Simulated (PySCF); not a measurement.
C₂H₄N₃, SMILES c1nc[nH+][nH]1, charge +1.

Geometry: PBE0-D3(BJ)/def2-SVP. The isomer is the one that the SMILES or the coordinates give; other isomers of the formula were not compared.

Two levels are set side by side: TDA-PBE/def2-SVPD (PySCF) and TDA-CAM-B3LYP/def2-SVPD (PySCF). Vertical, same geometry. The lowest singlet is HOMO→LUMO 100 % with PBE and HOMO→LUMO 100 % with the other functional; states are paired by order. Differences are taken from unrounded values.

```
quantity                               TDA-CAM-B3LYP  TDA-PBE  TDA-PBE minus TDA-CAM-B3LYP
-------------------------------------  -------------  -------  ---------------------------
lowest singlet excitation (eV)                  5.82     4.87                        -0.95
lowest triplet excitation (TDA) (eV)            4.97     4.72                        -0.26
first bright state (f over 0.05) (eV)           7.55     7.97                         0.42
its oscillator strength                         0.09     0.17                         0.08
```

Functionals without exact exchange tend to place singlet excitations lower, as here. Differences between two approximate levels are no errors against the true value.

Rough cost on one machine, each run with all the roots and properties that it gave: TDA-CAM-B3LYP against TDA-PBE about 3 times.
